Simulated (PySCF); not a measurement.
**Pm⁴⁹⁺: ionisation energy**

Pm⁴⁹⁺ [Ne] 3s2 (1S) → Pm⁵⁰⁺ [Ne] 3s1 (2S), as a difference of total energies. All numbers are calculated (PySCF 2.14, scalar relativity by spin-free X2C-1e, in an uncontracted even-tempered set (17 s from 11 bohr⁻², ratio 2.5; 12 p from 15 bohr⁻², ratio 2.5; 4 d from 54 bohr⁻², ratio 2.7; 4 f from 81 bohr⁻², ratio 2.7)). Correlated levels: outer shells: 1s2 frozen; virtual orbitals above 40 to 60 times the deepest correlated orbital energy dropped. The calculations carry no spin-orbit coupling.

```
                method  ionisation energy (eV)
                   UHF                  4373.0
    MP2 (outer shells)                  4376.5
SCS-MP2 (outer shells)                  4376.9
   CCSD (outer shells)                  4377.1
CCSD(T) (outer shells)                  4377.1
```

Task: How much does correlation contribute at CCSD(T) (outer shells)?

Result: 4377.1 − (4373.0) = 4.1 eV, measured against UHF.

Breit and QED terms and the two-electron picture change are absent.

For comparison: 4371 ± 4 eV (theoretical estimate listed by NIST; NIST Atomic Spectra Database, ionization energies).
